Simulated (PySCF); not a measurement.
# Correlation energy of La²⁺ (lanthanum, charge +2)

[Xe] 4f1, 2F determinant (an excited configuration). Calculation: PySCF 2.14, in def2-QZVPPD with the def2 core potential (46 electrons) (7s5p4d3f2g, 81 functions); scalar relativity through the core potential. Frozen: nothing; 9 electrons correlated.

```json
{"level": "CCSD", "correlation energy (mhartree)": "-203.02"}
{"level": "(T)", "correlation energy (mhartree)": "-7.24"}
{"level": "CCSD(T)", "correlation energy (mhartree)": "-210.26"}
```

Diagnostics: T1 = 0.018, D1 = 0.0745, largest double amplitude 0.047.

Spin-orbit coupling, absent here, splits the open shell strongly.

Cost of the coupled-cluster step: roughly 13 core-seconds, for 9 correlated electrons.

Iterations:

```
CC2 = 0
CCSD nocc = (np.int64(5), np.int64(4)), nmo = (81, 81)
frozen orbitals [[], []]
max_cycle = 100
direct = 0
conv_tol = 1e-08
conv_tol_normt = 1e-06
diis_space = 8
diis_start_cycle = 0
Init t2, MP2 energy = -0.186167319031028
Init E_corr(UCCSD) = -0.186167319034023
cycle = 1  E_corr(UCCSD) = -0.196913940998812  dE = -0.010746622  norm(t1,t2) = 0.0508465
cycle = 2  E_corr(UCCSD) = -0.20086163656467  dE = -0.00394769557  norm(t1,t2) = 0.0224851
cycle = 3  E_corr(UCCSD) = -0.203209221404683  dE = -0.00234758484  norm(t1,t2) = 0.0129402
cycle = 4  E_corr(UCCSD) = -0.203050046502765  dE = 0.000159174902  norm(t1,t2) = 0.00193357
cycle = 5  E_corr(UCCSD) = -0.203014806887754  dE = 3.5239615e-05  norm(t1,t2) = 0.000948924
cycle = 6  E_corr(UCCSD) = -0.202996346152772  dE = 1.8460735e-05  norm(t1,t2) = 0.00532266
cycle = 7  E_corr(UCCSD) = -0.203016953016063  dE = -2.06068633e-05  norm(t1,t2) = 0.00017901
cycle = 8  E_corr(UCCSD) = -0.203016510367148  dE = 4.42648914e-07  norm(t1,t2) = 2.52367e-05
cycle = 9  E_corr(UCCSD) = -0.203016327440716  dE = 1.82926432e-07  norm(t1,t2) = 5.8818e-06
cycle = 10  E_corr(UCCSD) = -0.203016328318661  dE = -8.77944717e-10  norm(t1,t2) = 2.06078e-06
cycle = 11  E_corr(UCCSD) = -0.203016337268595  dE = -8.94993468e-09  norm(t1,t2) = 7.25707e-07
UCCSD converged
E(UCCSD) = -30.34470578938338  E_corr = -0.2030163372685952
UCCSD(T) correction = -0.00724280147056809
```

The basis has no tight functions for the innermost shells, so their pair energies are far from complete.
